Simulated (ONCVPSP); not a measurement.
**Before and after: ONCV potential for potassium**

```
Element                 : potassium
Generator               : ONCVPSP 4.0.1
Type                    : optimised norm-conserving Vanderbilt (ONCV)
Functional              : PBE
Relativity              : scalar-relativistic
Frozen core             : [Ne]
Valence charge          : 9
Reference configuration : 3s2 3p6 3d1
Partial waves           : 3s: rc 1.35 bohr, ncon 3, nbas 7, qcut 4.4 1/bohr, 2 projectors, debl 3.7 Ha; 3p: rc 1.50 bohr, ncon 4, nbas 7, qcut 5 1/bohr, 1 projector; 3d: rc 4.00 bohr, ncon 5, nbas 10, qcut 2.1 1/bohr, 2 projectors, debl 1.3 Ha; f scattering state at 0.13 Ha: rc 3.05 bohr, ncon 4, nbas 7, qcut 3.6 1/bohr, 2 projectors, debl 2.5 Ha
Local potential         : polynomial inside 1.00 bohr (lpopt 2, dvloc0 4 Ha)
Core correction         : Teter function, fcfact 3.5, rcfact 1.55
```

Change: d: qcut 2.9.

Cutoffs: the cutoffs (Ha) at which the residual kinetic energy of the hardest occupied pseudo-wave falls to 1 and 0.1 mHa per electron; they do not see the model core or the augmentation charge, which bear on the density cutoff. Errors are all-electron minus pseudo energies relative to the spin-unpolarised reference configuration.

Q: What does the change do?

A: The potential gets neither clearly harder nor softer (68 Ha and 111 Ha → 68 Ha and 111 Ha); the bound ghosts move from d, f to f; the lowest positive-energy flag moves from none to d at 42.4 eV; of the 3 tests that both files solve, the error grows in 1 and shrinks in 2 by more than 15 % and 0.3 meV (median size 5.5 → 2.2 meV); the range in which the d phases agree widens (upper end 0.0 → 1.4).

```csv
quantity,base,changed
"cutoff, loose",68 Ha,68 Ha
"cutoff, tight",111 Ha,111 Ha
loose cutoff by channel,"s 68 Ha, p 11 Ha, d 10 Ha","s 68 Ha, p 11 Ha, d 3.6 Ha"
bound ghosts,"d, f",f
GHOST(+) flags under 300 eV,none,d at 42.4 eV
tests with a reliable result,3 of 4,3 of 4
"error for 3s2 3p6 3d0 4s1, meV [ΔE -2.46 eV]",-5.5,-1.8
"error for 3s2 3p6 3d0, meV [ΔE 1.86 eV]",+14,+9.1
"error for 3s2 3p6 3d0 4s0.5, meV [ΔE -0.81 eV]",+1.7,+2.2
s: phases at 1.37 bohr within 0.05 rad from the reference energy up to (Ha; the scan ends near 5),to the end of the scan,to the end of the scan
p: phases at 1.52 bohr within 0.05 rad from the reference energy up to (Ha; the scan ends near 5),2.9,2.9
d: phases at 4.06 bohr within 0.05 rad from the reference energy up to (Ha; the scan ends near 5),0.0,1.4
f: phases at 3.10 bohr within 0.05 rad from the reference energy up to (Ha; the scan ends near 5),4.6,4.6
"rms error of d²Exc/dni dnj with the model core, mHa",1.70,1.65
```

 A true bound ghost makes a file unfit for plane-wave use even where its test errors are small: the radial tests pick states by their node count and pass the ghost by.
